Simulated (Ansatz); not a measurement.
Born–Oppenheimer molecular dynamics of a periodic cell of 37 atoms, H$_{6}$C$_{5}$Cl$_{6}$F$_{20}$ (contents 5 CF4 + 6 HCl, density as packed 1.44 g/cm³ with natural masses). It starts from a partly relaxed structure (largest force component 0.15 eV/Å).

Theory: Ansatz 0.2.0, DFT r2SCAN-D3(BJ), scalar-relativistic, plane waves, PAW. Settings: accuracy low, cutoff 500 eV, k mesh 1x1x1, fermi-dirac smearing 0.05 eV, no spin polarisation.

```
ensemble        : NVT, Langevin thermostat
time step       : 0.5 fs
steps asked     : 160
set temperature : 1500 K
friction        : 0.02 /fs
seed            : 362322
```

Frames 1 fs apart, positions in Å.

Velocities at 65.0 fs (Å/ps):

```
C -11.00 12.51 -7.95
F -1.19 7.66 -2.75
F 5.27 -0.05 5.30
F 12.88 -4.61 -10.60
F 8.62 4.77 -0.26
C 7.64 3.63 -9.40
F -2.14 -8.10 0.44
F 1.90 -3.69 10.58
F -5.98 -6.53 -4.90
F 13.81 12.15 8.52
C 9.35 10.18 -3.44
F 5.60 3.92 0.08
F -4.43 -0.75 -1.28
F -12.15 1.48 -7.23
F 5.82 -8.04 -5.43
C -18.39 -5.97 -0.81
F -16.64 -0.50 13.08
F -9.58 1.10 2.27
F -14.41 -2.65 -5.61
F 3.15 7.33 -4.55
C -2.84 7.23 -4.13
F -2.55 -5.45 -6.38
F -0.69 5.06 -8.99
F 0.08 5.80 9.71
F 7.54 -3.77 3.82
Cl -2.08 13.65 2.38
H -38.06 -34.18 3.53
Cl 5.40 -14.92 -0.41
H 4.38 -34.05 30.18
Cl 7.67 -8.48 6.54
H 7.83 16.38 42.83
Cl 1.39 4.38 5.88
H 17.06 20.98 51.93
Cl 3.01 1.44 0.92
H -8.66 8.87 80.69
Cl -0.26 -5.40 -2.15
H -7.24 10.20 63.66
```

```xyz
37
Lattice="9.1298 0.0000 0.0000 0.0000 9.1298 0.0000 0.0000 0.0000 9.1298" Properties=species:S:1:pos:R:3 time_fs=65.0 energy_less_start_eV=3.523 T=1258
C 6.657 8.571 0.605
F 6.306 8.838 1.839
F 6.256 9.613 -0.016
F 7.983 8.633 0.461
F 6.143 7.505 -0.086
C 3.721 5.593 3.519
F 4.244 4.511 4.100
F 3.416 6.254 4.656
F 4.438 6.327 2.750
F 2.653 5.318 2.819
C 4.852 8.962 5.936
F 5.649 10.100 6.279
F 4.758 8.175 7.034
F 3.712 9.416 5.582
F 5.477 8.359 4.910
C 8.523 2.218 1.941
F 7.221 2.580 2.122
F 8.827 1.379 2.896
F 9.047 1.694 0.844
F 9.181 3.378 2.164
C 0.266 8.910 6.479
F 0.976 9.335 7.461
F 0.525 7.550 6.232
F -1.004 8.975 6.788
F 0.564 9.429 5.242
Cl 2.209 4.277 6.544
H 3.067 3.228 6.472
Cl 5.003 3.530 8.487
H 5.271 4.516 7.598
Cl 8.814 6.609 3.746
H 8.499 5.385 3.344
Cl 4.199 1.728 2.715
H 4.804 2.880 2.931
Cl 9.048 5.724 9.314
H 10.135 5.344 10.170
Cl 7.307 5.513 6.731
H 6.723 6.527 6.343
37
Lattice="9.1298 0.0000 0.0000 0.0000 9.1298 0.0000 0.0000 0.0000 9.1298" Properties=species:S:1:pos:R:3 time_fs=66.0 energy_less_start_eV=3.713 T=1209
C 6.646 8.583 0.600
F 6.305 8.845 1.835
F 6.261 9.613 -0.011
F 7.996 8.627 0.450
F 6.152 7.509 -0.087
C 3.728 5.596 3.512
F 4.242 4.503 4.100
F 3.418 6.250 4.667
F 4.433 6.319 2.744
F 2.666 5.330 2.828
C 4.864 8.976 5.932
F 5.656 10.105 6.277
F 4.754 8.174 7.032
F 3.700 9.417 5.575
F 5.483 8.353 4.905
C 8.507 2.212 1.941
F 7.206 2.580 2.135
F 8.818 1.380 2.897
F 9.032 1.692 0.839
F 9.183 3.386 2.161
C 0.263 8.915 6.475
F 0.973 9.331 7.456
F 0.524 7.556 6.223
F -1.005 8.980 6.796
F 0.573 9.426 5.245
Cl 2.205 4.291 6.547
H 3.031 3.212 6.473
Cl 5.009 3.516 8.487
H 5.276 4.474 7.627
Cl 8.821 6.600 3.751
H 8.517 5.410 3.389
Cl 4.200 1.734 2.720
H 4.818 2.897 2.986
Cl 9.052 5.725 9.315
H 10.117 5.357 10.234
Cl 7.306 5.506 6.730
H 6.715 6.548 6.403
37
Lattice="9.1298 0.0000 0.0000 0.0000 9.1298 0.0000 0.0000 0.0000 9.1298" Properties=species:S:1:pos:R:3 time_fs=67.0 energy_less_start_eV=3.854 T=1183
C 6.635 8.594 0.596
F 6.304 8.850 1.832
F 6.264 9.616 -0.010
F 8.008 8.620 0.442
F 6.163 7.512 -0.086
C 3.732 5.596 3.510
F 4.238 4.495 4.099
F 3.423 6.247 4.677
F 4.429 6.313 2.739
F 2.677 5.339 2.837
C 4.878 8.991 5.925
F 5.664 10.107 6.277
F 4.748 8.172 7.028
F 3.687 9.418 5.570
F 5.488 8.349 4.902
C 8.494 2.209 1.942
F 7.195 2.581 2.146
F 8.807 1.380 2.898
F 9.018 1.691 0.834
F 9.185 3.391 2.158
C 0.260 8.919 6.469
F 0.973 9.328 7.450
F 0.523 7.563 6.215
F -1.006 8.985 6.803
F 0.584 9.424 5.248
Cl 2.202 4.305 6.550
H 2.990 3.215 6.473
Cl 5.016 3.503 8.485
H 5.278 4.423 7.652
Cl 8.829 6.591 3.757
H 8.545 5.436 3.444
Cl 4.200 1.741 2.725
H 4.838 2.897 3.040
Cl 9.056 5.726 9.316
H 10.075 5.385 10.277
Cl 7.308 5.498 6.729
H 6.704 6.569 6.455
37
Lattice="9.1298 0.0000 0.0000 0.0000 9.1298 0.0000 0.0000 0.0000 9.1298" Properties=species:S:1:pos:R:3 time_fs=68.0 energy_less_start_eV=3.918 T=1131
C 6.626 8.604 0.589
F 6.305 8.854 1.830
F 6.269 9.622 -0.013
F 8.022 8.611 0.438
F 6.173 7.514 -0.083
C 3.736 5.595 3.512
F 4.236 4.487 4.097
F 3.429 6.242 4.685
F 4.426 6.309 2.735
F 2.687 5.348 2.847
C 4.893 9.008 5.920
F 5.670 10.111 6.276
F 4.744 8.172 7.022
F 3.674 9.420 5.568
F 5.492 8.346 4.901
C 8.483 2.208 1.944
F 7.186 2.583 2.156
F 8.795 1.381 2.898
F 9.005 1.691 0.829
F 9.188 3.394 2.154
C 0.260 8.922 6.462
F 0.973 9.324 7.446
F 0.520 7.570 6.207
F -1.006 8.992 6.809
F 0.596 9.423 5.251
Cl 2.199 4.319 6.553
H 2.937 3.230 6.466
Cl 5.023 3.488 8.482
H 5.274 4.374 7.672
Cl 8.838 6.582 3.763
H 8.572 5.443 3.495
Cl 4.201 1.749 2.730
H 4.846 2.874 3.084
Cl 9.062 5.727 9.318
H 10.013 5.422 10.299
Cl 7.309 5.490 6.729
H 6.692 6.596 6.511
37
Lattice="9.1298 0.0000 0.0000 0.0000 9.1298 0.0000 0.0000 0.0000 9.1298" Properties=species:S:1:pos:R:3 time_fs=69.0 energy_less_start_eV=3.860 T=1094
C 6.620 8.612 0.581
F 6.304 8.857 1.829
F 6.271 9.631 -0.016
F 8.036 8.600 0.436
F 6.186 7.516 -0.076
C 3.740 5.595 3.519
F 4.234 4.480 4.095
F 3.434 6.239 4.688
F 4.426 6.305 2.733
F 2.695 5.354 2.859
C 4.905 9.027 5.915
F 5.678 10.112 6.275
F 4.740 8.172 7.015
F 3.664 9.422 5.568
F 5.495 8.343 4.901
C 8.475 2.211 1.947
F 7.178 2.584 2.167
F 8.784 1.384 2.898
F 8.992 1.690 0.823
F 9.189 3.397 2.150
C 0.260 8.922 6.453
F 0.972 9.320 7.441
F 0.517 7.579 6.199
F -1.006 8.998 6.815
F 0.608 9.423 5.255
Cl 2.198 4.332 6.555
H 2.888 3.262 6.457
Cl 5.027 3.473 8.481
H 5.264 4.344 7.681
Cl 8.844 6.575 3.769
H 8.587 5.422 3.541
Cl 4.202 1.758 2.735
H 4.844 2.838 3.135
Cl 9.066 5.729 9.320
H 9.943 5.466 10.306
Cl 7.309 5.483 6.729
H 6.689 6.624 6.563
37
Lattice="9.1298 0.0000 0.0000 0.0000 9.1298 0.0000 0.0000 0.0000 9.1298" Properties=species:S:1:pos:R:3 time_fs=70.0 energy_less_start_eV=3.805 T=1090
C 6.614 8.617 0.573
F 6.304 8.859 1.827
F 6.271 9.640 -0.020
F 8.048 8.590 0.436
F 6.196 7.517 -0.068
C 3.747 5.594 3.532
F 4.234 4.475 4.090
F 3.440 6.236 4.687
F 4.428 6.301 2.732
F 2.703 5.362 2.869
C 4.916 9.046 5.909
F 5.687 10.114 6.271
F 4.736 8.172 7.010
F 3.656 9.425 5.569
F 5.497 8.340 4.901
C 8.468 2.217 1.950
F 7.170 2.584 2.176
F 8.772 1.389 2.897
F 8.979 1.689 0.819
F 9.188 3.398 2.146
C 0.263 8.923 6.445
F 0.969 9.314 7.437
F 0.514 7.591 6.194
F -1.006 9.004 6.820
F 0.622 9.423 5.261
Cl 2.197 4.343 6.558
H 2.848 3.303 6.450
Cl 5.029 3.459 8.482
H 5.251 4.339 7.674
Cl 8.850 6.571 3.776
H 8.595 5.383 3.582
Cl 4.202 1.767 2.741
H 4.832 2.790 3.188
Cl 9.070 5.730 9.325
H 9.866 5.515 10.308
Cl 7.307 5.477 6.730
H 6.691 6.647 6.620
```

Of the whole run (80 fs, mean temperature of the second half 1236 K): The mean temperature of the second half is 18 % below the set value. A run of 0.08 ps of so small a system gives no equilibrium averages. Limits of this set-up: coarse k mesh, low accuracy level.

Run time: 22 min on 4 threads of Arm Neoverse V1, on a shared host, peak memory 1.4 GiB.
